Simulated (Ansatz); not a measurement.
Cartesian coordinates in Å:
```
F -0.0522 0.0734 -0.8721
Br 0.0522 -0.0734 0.8721
```

Charge 0, multiplicity 1.

**Question.** List the CAM-B3LYP/def2-TZVPP orbital energies in eV (the Gaussian-basis code of Ansatz). (Best estimate.)

**Answer.** Ansatz gave: Occupied: -13143.03, -1704.45, -1536.31, -1536.11, -1536.11, -674.53, -240.52, -181.71, -181.08, -181.08, -75.99, -75.81, -75.81, -75.31, -75.31, -35.24, -23.89, -15.68, -14.74, -14.74, -10.27, -10.27. Lowest empty: -2.15, 7.19, 7.38, 7.38, 8.99, 8.99, 9.90, 9.90.
